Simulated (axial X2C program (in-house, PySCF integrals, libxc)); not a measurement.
## Potential curves of CsBi⁺, with spin–orbit coupling

Computed with an axial X2C code built on PySCF integrals. Two-component (2c) means X2C with spin–orbit coupling and atomic mean-field two-electron Coulomb and Gaunt terms. Basis: Bi dyall-v2z [10s12p9d5f], Cs dyall-v2z [12s13p7d] (cores contracted in-house); Gaussian nuclei, density fitting, unrestricted open shells. Masses: Bi 208.980 u, Cs 132.905 u.

State: Ω = 3/2 (⟨Sz⟩ = 1.28, ⟨Lz⟩ = 0.22 at HF). Energies in cm⁻¹ from the fragments at the same level (Bi + Cs+). Fits are polynomials in 1 − R0/R over 0.85 to 1.23 times the lowest point R0.

```csv
R (Å),MP2,PBE0,r2SCAN0,HF
3.6949,221,-116,-108,1045
3.8648,-241,-427,-445,422
3.9922,-437,-547,-578,125
4.1196,-546,-595,-633,-69
4.2470,-595,-604,-645,-189
4.3956,-601,-574,-616,-266
4.5443,-573,-527,-569,-298
4.7354,-514,-450,-488,-300
4.9690,-429,-361,-395,-273
5.3087,-316,-248,-277,-215
```

Correlated methods: 23 electrons correlated (number of frozen shells: Bi 5 s, 4 p, 2 d, 1 f; Cs 4 s, 3 p, 2 d), 169 virtual spin orbitals or spinors in MP2.

The state is a single determinant with fixed occupations, the lowest that a limited PBE0 search found. Dissociation energies refer to the lowest single-determinant-based atoms at the same level and basis. Density functionals use the spin component along the axis (collinear). The functionals have no current-density term, which raises determinants with orbital currents, atoms included. With several unpaired electrons one determinant need not be a pure state. A state of lower Ω lies just above, and one determinant can place such states too high, so the state shown need not be the lowest. The search has Ω = 1/2 only 0.03 eV up. This is the top spin component of a Σ state; components of lower Ω are not single determinants and can lie lower. Other states lie close and PBE0, whose exact exchange favours high spin, may order them wrongly; the determinant shown need not be the ground state. MP2 and coupled cluster on one determinant become unreliable at the stretched end.

**Question.** What are Re, ωe and De at the MP2 level?

**Answer.** At MP2, 2c: Re = 4.339 Å, ωe ≈ 27.5 cm⁻¹, De = 0.07 eV to Bi + Cs+; Be follows as 0.011 cm⁻¹.

**Question.** What are Re, ωe and De at the PBE0 level?

**Answer.** At PBE0, 2c: Re = 4.203 Å, ωe ≈ 28.7 cm⁻¹, De = 0.07 eV to Bi + Cs+; Be follows as 0.0117 cm⁻¹.

**Question.** Fit the r2SCAN0 curve near its minimum: give the equilibrium distance, the harmonic wavenumber and the well depth.

**Answer.** At r2SCAN0, 2c: Re = 4.214 Å, ωe ≈ 29.1 cm⁻¹, De = 0.08 eV to Bi + Cs+; Be follows as 0.0117 cm⁻¹.

**Question.** What are Re, ωe and De at the HF level?

**Answer.** At HF, 2c: Re = 4.644 Å, ωe ≈ 19 cm⁻¹, De = 0.04 eV to Bi + Cs+; Be follows as 0.00962 cm⁻¹.
